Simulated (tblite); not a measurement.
Compound: C6H6F2O.
SMILES with atom numbers: `[O:1]=[C:2]=[C:3]([F:4])[C@H:5]1[CH2:6][C@H:7]([F:8])[CH2:9]1` (hydrogens: H10 on C5; H11, H12 on C6; H13 on C7; H14, H15 on C9)

Computed with GFN2-xTB (tblite), gas phase: nudged elastic band of 9 images (0 to 8), spring 0.2 eV/Å², climbing image at the end, force threshold 0.05 eV/Å. The top image wasn't refined or checked by frequencies; at this threshold it can lie a kcal/mol or more above the true saddle point of the method.

The band describes a rotation about C3–C5 (outer carbon of cumulated double bonds, four-membered-ring carbon), followed by the dihedral F4–C3–C5–C6, from the optimised start (-50°) to a second optimised geometry at 104°.

Q: How does the energy change from image to image?

A: 
```json
{"image": "0", "dihedral (°)": "-50", "E (kcal/mol)": "0.00", "C3–C5 (Å)": "1.499", "F4···C6 (Å)": "2.95", "largest true force (eV/Å)": "0.01"}
{"image": "1", "dihedral (°)": "-34", "E (kcal/mol)": "0.37", "C3–C5 (Å)": "1.501", "F4···C6 (Å)": "2.83", "largest true force (eV/Å)": "0.03"}
{"image": "2", "dihedral (°)": "-16", "E (kcal/mol)": "1.32", "C3–C5 (Å)": "1.505", "F4···C6 (Å)": "2.77", "largest true force (eV/Å)": "0.04"}
{"image": "3", "dihedral (°)": "5", "E (kcal/mol)": "2.12", "C3–C5 (Å)": "1.509", "F4···C6 (Å)": "2.77", "largest true force (eV/Å)": "0.03"}
{"image": "4", "dihedral (°)": "26", "E (kcal/mol)": "2.16", "C3–C5 (Å)": "1.508", "F4···C6 (Å)": "2.81", "largest true force (eV/Å)": "0.04"}
{"image": "5", "dihedral (°)": "46", "E (kcal/mol)": "1.75", "C3–C5 (Å)": "1.505", "F4···C6 (Å)": "2.91", "largest true force (eV/Å)": "0.04"}
{"image": "6", "dihedral (°)": "65", "E (kcal/mol)": "1.38", "C3–C5 (Å)": "1.502", "F4···C6 (Å)": "3.06", "largest true force (eV/Å)": "0.05"}
{"image": "7", "dihedral (°)": "83", "E (kcal/mol)": "1.10", "C3–C5 (Å)": "1.500", "F4···C6 (Å)": "3.25", "largest true force (eV/Å)": "0.05"}
{"image": "8", "dihedral (°)": "104", "E (kcal/mol)": "0.81", "C3–C5 (Å)": "1.500", "F4···C6 (Å)": "3.45", "largest true force (eV/Å)": "0.01"}
```

Barriers of this band. The top is image 4 at 26°: 2.16 kcal/mol forward and 1.35 kcal/mol back; the end lies 0.81 kcal/mol above the start. The central bond is 0.009 Å longer at the top than at the start.

Q: What rate follows at 250 K for crossing this barrier forward?

A: Taking the electronic barrier for the free energy of activation (no zero-point or entropy terms, transmission 1), rate = (kT/h)·exp(−ΔE/kT) ≈ 7 × 10^10 s⁻¹, whose inverse is 1 × 10^-11 s. An error of 1 kcal/mol in the barrier changes this by a factor of 7, and the method and the loose band can each miss by that much or more.

Q: How would the two end points share their population at 250 K, from these energies alone?

A: exp(−ΔE/kT) with ΔE = 0.035 eV gives 0.2 for the higher one (end) against 1 for the lower, without vibrational, rotational or degeneracy terms. GFN2-xTB can put conformers this close in the wrong order.

Q: How long is the path, and how are the images spaced?

A: Cartesian distances between aligned neighbours (all atoms, Å): 0.75, 0.75, 0.75, 0.75, 0.76, 0.75, 0.76, 0.86; the sum is 6.14 Å, and the top lies 49 % of the way along.

The cost below is that of the whole band run. Time: 3.8 s of wall time; peak memory 0.18 GiB. Hardware: Arm Neoverse V1, one thread, no GPU, shared host.
